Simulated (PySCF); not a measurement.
# Xenon: a sound run and one with changed settings

Sound run: Xe⁺ [Kr] 4d10 5s2 5p5, Xe²⁺ [Kr] 4d10 5s2 5p4. Calculation: PySCF 2.14, in cc-pVDZ-PP with ECP28MDF; a scalar-relativistic core potential. The sound run starts from symmetry-adapted Hartree-Fock orbitals and uses a fine grid where one is needed.

Changed run: 14 angular points. This setting is unsound on purpose.

```tsv
species	method	sound run (hartree)	changed run (hartree)	converged
Xe⁺	UHF	-327.86494	-327.86494	yes
Xe⁺	TPSS	-328.77543	-328.77611	yes
Xe⁺	MN15	-328.08942	-328.08883	yes
Xe²⁺	UHF	-327.12446	-327.12446	yes
Xe²⁺	TPSS	-327.99893	-327.99843	yes
Xe²⁺	MN15	-327.31938	-327.32000	yes
```

Ionisation energy of Xe⁺:

```tsv
method	sound run (eV)	changed run (eV)
UHF	20.150	20.150
TPSS	21.130	21.162
MN15	20.954	20.921
```

A coarse angular grid integrates products of high-l functions wrongly, so density functionals can shift, and the SCF can exploit the error; Hartree-Fock and MP2 need no grid.

For comparison, NIST gives 20.975 eV between the lowest levels.
